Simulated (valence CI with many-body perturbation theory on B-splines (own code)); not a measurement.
Energy levels of Bi11+

Level of theory: valence CI with perturbative core correlation (CI+MBPT): four valence electrons over a frozen Dirac-Fock core [Xe] 4f14, radial functions for each j: 7 s, 7 p, 8 d, 6 f, 4 g, 1 h, with the one-electron correlation potential Σ1, the two-electron term Σ2, the three-electron term Σ3, Breit, model QED; selected CI, second order for the rest, scaled by the run's own slope (own B-spline code, finite nucleus).

No measured levels were compared; by estimate terms of the open shell hold to 2 to 4 % of their energy, and close levels can change places. Excitations out of the core, of the other parity, are not computed and may begin above about 52.4 eV (a cautious bound); beyond it only levels of the ground parity were kept, without lifetimes.

Levels 46 to 72 of 72, with energies above the lowest level, (5d3/2^4) J=0. "Leading %" is the weight of the configuration and term that name the level; weights of strongly mixed levels are sums over their largest components and can fall short. In the jj column 3d3/2^4 stands for four electrons in 3d with j = 3/2.

```tsv
No.	Configuration	Term	J	E (cm⁻¹)	Leading %	g	Second component	Leading jj
46	5d³6s	³P	0	431740	99			5d3/2^2 5d5/2 6s (98 %)
47	5d³6s	⁵P	3	441250	78	1.576	14 % 5d³6s ³D	5d3/2^2 5d5/2 6s (56 %)
48	5d³6s	³G	4	446810	33	1.147	32 % 5d³6s ⁵F	5d3/2 5d5/2^2 6s (76 %)
49	5d³6s	⁵F	5	448640	48	1.206	39 % 5d³6s ³H	5d3/2 5d5/2^2 6s (78 %)
50	5d³6s	³F	3	450450	45	0.974	40 % 5d³6s ³G	5d3/2 5d5/2^2 6s (92 %)
51	5d³6s	³P	2	452920	40	1.296	17 % 5d³6s ⁵P	5d3/2^2 5d5/2 6s (64 %)
52	5d³6s	³F	4	456690	52	1.060	38 % 5d³6s ³H	5d3/2 5d5/2^2 6s (96 %)
53	5d³6s	³D	2	457500	37	1.303	20 % 5d³6s ⁵P	5d3/2 5d5/2^2 6s (85 %)
54	5d³6s	³P	1	458020	45	1.504	26 % 5d³6s ⁵P	5d3/2 5d5/2^2 6s (93 %)
55	5d³6s	³H	6	462190	99	1.166		5d3/2 5d5/2^2 6s (99 %)
56	5d³6s	³P	1	463410	55	1.129	28 % 5d³6s ³D	5d3/2 5d5/2^2 6s (94 %)
57	5d³6s	³P	0	465480	99			5d3/2 5d5/2^2 6s (98 %)
58	5d³6s	³D	3	466780	71	1.278	19 % 5d³6s ³F	5d3/2 5d5/2^2 6s (64 %)
59	5d³6s	¹H	5	467960	59	1.023	36 % 5d³6s ³H	5d3/2 5d5/2^2 6s (95 %)
60	5d³6s	³F	2	470840	34	1.015	25 % 5d³6s ¹D	5d3/2 5d5/2^2 6s (73 %)
61	5d³6s	³F	3	470890	55	1.203	29 % 5d³6s ³D	5d3/2 5d5/2^2 6s (89 %)
62	5d³6s	³F	4	474560	86	1.221	8 % 5d³6s ³G	5d3/2 5d5/2^2 6s (94 %)
63	5d³6s	¹D	2	475410	33	1.016	30 % 5d³6s ³F	5d3/2 5d5/2^2 6s (93 %)
64	5d³6s	¹F	3	480460	73	1.019	12 % 5d³6s ³F	5d3/2 5d5/2^2 6s (88 %)
65	5d³6s	³G	5	485020	55	1.184	19 % 5d³6s ¹H	5d5/2^3 6s (86 %)
66	5d³6s	³P	2	490200	49	1.320	23 % 5d³6s ³D	5d5/2^3 6s (56 %)
67	5d³6s	¹G	4	491400	37	1.063	29 % 5d³6s ³F	5d5/2^3 6s (95 %)
68	5d³6s	³D	1	493040	40	0.893	36 % 5d³6s ¹P	5d3/2 5d5/2^2 6s (57 %)
69	5d³6s	³D	1	510350	78	0.666	11 % 5d³6s ¹P	5d5/2^3 6s (56 %)
70	5d³6s	³D	2	511500	61	1.156	27 % 5d³6s ¹D	5d3/2 5d5/2^2 6s (53 %)
71	5d³6s	³D	3	518430	68	1.282	12 % 5d³6s ¹F	5d5/2^3 6s (84 %)
72	5d³6s	¹D	2	523900	60	1.018	14 % 5d³6s ³F	5d5/2^3 6s (80 %)
```
